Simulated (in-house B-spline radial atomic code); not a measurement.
**Removing one electron from Cl¹⁵⁺**

Closed shell 1s2. Computed with an all-electron radial atomic-structure program (B-spline basis): Koopmans values of Dirac-Hartree-Fock plus a diagonal self-energy, in second order or with its direct term screened (direct RPA, with the hole-particle interaction, or full time-dependent Hartree-Fock), linearised in energy; no-pair Dirac-Coulomb Hamiltonian, finite nucleus. Shifts add to the Koopmans value (the ΔSCF shift is orbital relaxation alone); the final value takes TDHF screening with Breit and QED.

Command:
```bash
python run_mb.py task.json out
```
Settings (nuclear radius in fm, box in bohr, cutoff in hartree):
```
basis_form          2
Z                   17
core_configuration  1s2
rms_radius          3.3654
mass_number         35
speed_of_light      137.036
box_radius          5.621
lmax                7
intervals           61
virtual_cutoff      1156.0
```

Run time, properties included: 0.4 s on 1 thread of Arm Neoverse V2, on a shared host.

Energies in eV:

```tsv
subshell	Koopmans	ΔSCF shift	second order	direct RPA	hole-particle	TDHF	Breit + QED	final
1s1/2	3661.10	-1.532	?	?	?	?	?	?
```

**Question.** What does the self-energy do to 1s1/2?

**Answer.** It shifts the removal energy by -0.380 eV in second order, -0.302 with direct RPA, -0.403 with the hole-particle term and -0.419 with TDHF screening (quasi-particle weight 1.000); Breit and QED add -2.549 eV. The final value is 3658.14 eV, against 3658.344 eV (NIST, tabulated theory). Recoil and two-electron QED terms are left out.
